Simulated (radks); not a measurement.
Results of a calculation; reference values are marked as such.
Spin polarisation of the 4d5 shell in neutral molybdenum. Start: [Kr] 4d(up 2.5, down 2.5) 5s(up 0.5, down 0.5); electrons of 4d are moved from spin down to spin up, other shells keep equal spins. Code: a radial shooting solver on a logarithmic mesh with Libxc functionals. Model: scalar-relativistic Kohn-Sham, BLYP, spin-polarised, spherical densities, point nucleus.

moment (Bohr magnetons)  E - E(0) (eV)  e(4d up) (eV)  e(4d down) (eV)  5s down minus up (eV)
0                                0.000         -3.634           -3.634                 0.000
1                               -0.133         -3.879           -3.347                  0.223
2                               -0.530         -4.077           -3.026                  0.439
3                               -1.180         -4.219           -2.676                  0.643
4                               -2.067         -4.297           -2.298                  0.832
5                               -3.172         -4.301           -1.890                  1.008

At moment 5 the spin-polarisation energy is -3.172 eV and the 4d exchange splitting 2.411 eV, that is 0.482 eV per Bohr magneton; E = -I m^2/4 would give I = 0.507 eV.
